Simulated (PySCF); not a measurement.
Isomers of C6H7F3Si side by side.

PySCF, PBE0/def2-SVPD, density fitting, gas phase; each molecule at its own PBE0-D3(BJ)/def2-SVP geometry, one conformer. Singlet excitations by full TDDFT with frozen cores, triplets by Tamm–Dancoff TDDFT and ionisation energies by ΔSCF, from the lowest of the holes tried. 

Torsions of the conformers computed, which needn't be the lowest (atom-mapped SMILES):
- `[F:1][C:2]([F:3])=[C:4]([F:5])/[CH:6]=[CH:7]/[C@@H:8]1[CH2:9][SiH2:10]1`: C2–C4–C6–C7 -179°, C6–C7–C8–C9 -150°
- `[CH:1]#[C:2][Si@@H:3]1[CH2:4][CH2:5][C@H:6]1[C:7]([F:8])([F:9])[F:10]`: C5–C6–C7–F8 -63°
- `[CH3:1][C:2]1=[C:3]([C:4]([F:5])([F:6])[F:7])[CH:8]=[CH:9][SiH2:10]1`: C2–C3–C4–F5 -115°
- `[F:1][C:2]([F:3])([F:4])[CH2:5][C:6]1=[CH:7][CH:8]=[CH:9][SiH2:10]1`: F1–C2–C5–C6 59°, C2–C5–C6–C7 139°
- `[F:1][C:2]([F:3])=[C:4]([F:5])/[CH:6]=[CH:7]\[C@@H:8]1[CH2:9][SiH2:10]1`: C2–C4–C6–C7 180°, C6–C7–C8–C9 -158°
- `[CH:1]#[C:2][Si@@H:3]1[CH2:4][CH2:5][C@@H:6]1[C:7]([F:8])([F:9])[F:10]`: C5–C6–C7–F8 65°

Reference: `FC(F)=C(F)/C=C/[C@@H]1C[SiH2]1`, with HOMO energy -6.06 eV, LUMO energy -0.93 eV, lowest singlet excitation 4.80 eV, lowest triplet excitation 2.85 eV, mean polarisability 118.4 au, dipole moment 2.85 D and vertical ionisation energy 7.72 eV.

Changes against it:

```csv
molecule,Δ electronic energy (kcal/mol),Δ HOMO energy (eV),Δ LUMO energy (eV),Δ lowest singlet excitation (eV),Δ lowest triplet excitation (eV),Δ mean polarisability (au),Δ dipole moment (D),Δ vertical ionisation energy (eV)
CC1=C(C(F)(F)F)C=C[SiH2]1,-46.9,-1.03,-1.03,-0.51,-0.24,-21.2,-0.76,+1.16
FC(F)(F)CC1=CC=C[SiH2]1,-49.6,-0.87,-0.85,-0.48,-0.26,-21.7,-0.31,+1.02
FC(F)=C(F)/C=C\[C@@H]1C[SiH2]1,+1.7,+0.04,-0.04,-0.11,-0.06,-1.9,-0.62,-0.03
C#C[Si@@H]1CC[C@@H]1C(F)(F)F,-24.6,-2.07,+0.22,+0.88,+1.84,-24.0,-0.69,+2.22
```

Rows whose labels were lost:

| row | Δ electronic energy (kcal/mol) | Δ HOMO energy (eV) | Δ LUMO energy (eV) | Δ lowest singlet excitation (eV) | Δ lowest triplet excitation (eV) | Δ mean polarisability (au) | Δ dipole moment (D) | Δ vertical ionisation energy (eV) |
| --- | --- | --- | --- | --- | --- | --- | --- | --- |
| P | -9.5 | -2.17 | +0.45 | +1.29 | +2.17 | -17.6 | +0.68 | +2.29 |
| Q | -25.1 | -2.11 | +0.26 | +1.00 | +1.90 | -24.0 | +0.07 | +2.27 |

Q: Which row belongs to which of `C#C[Si@@H]1CC[C@H]1C(F)(F)F` and `FC(F)(F)C#CC1C[SiH2]C1`?

A: P = `FC(F)(F)C#CC1C[SiH2]C1` and Q = `C#C[Si@@H]1CC[C@H]1C(F)(F)F`. P and Q are told apart most clearly by the electronic energy (-9.5 against -25.1 kcal/mol).
